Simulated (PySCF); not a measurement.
FGeH5OSi, SMILES F[SiH2][O][GeH3]. Atoms are numbered in the order given.

```xyz
9

Si     1.7295     0.3965    -0.3062
F      1.8468     1.0645     1.1697
O      0.1513     0.2504    -0.7153
Ge    -1.3057    -0.4839     0.0127
H      2.3929    -0.9330    -0.2161
H      2.3883     1.3037    -1.2772
H     -1.9579     0.5663     0.9233
H     -2.2113    -0.8589    -1.1669
H     -0.8725    -1.7268     0.8117
```
Charge 0, spin multiplicity 1.

Geometry optimised at PBE0-D3(BJ)/def2-SVP. This is a generated structure with no PubChem entry under its InChIKey; it may be hypothetical. The values are those of a single conformer.

Two levels are set side by side: PBE/pcSseg-1 (PySCF) and KT2/pcSseg-1 (PySCF). GIAO shifts against CFCl3 (¹⁹F), GeH4 (⁷³Ge), H2O (¹⁷O), TMS (²⁹Si), TMS (¹H) at the same level; non-relativistic, no solvent, atoms listed together averaged. Differences are taken from unrounded values.

| quantity | KT2 | PBE | PBE minus KT2 |
|---|---|---|---|
| δ(²⁹Si) of Si1 (ppm) | -17.3 | -21.2 | -4.0 |
| δ(¹⁹F) of F2 (ppm) | -187.3 | -180.7 | 6.7 |
| δ(¹⁷O) of O3 (ppm) | 48.2 | 54.1 | 5.9 |
| δ(⁷³Ge) of Ge4 (ppm) | 266.3 | 268.9 | 2.6 |
| δ(¹H) of H5, H6 (ppm) | 5.46 | 5.52 | 0.06 |

Rough cost on one machine, each run with all the roots and properties that it gave: KT2 against PBE within a factor of 2.
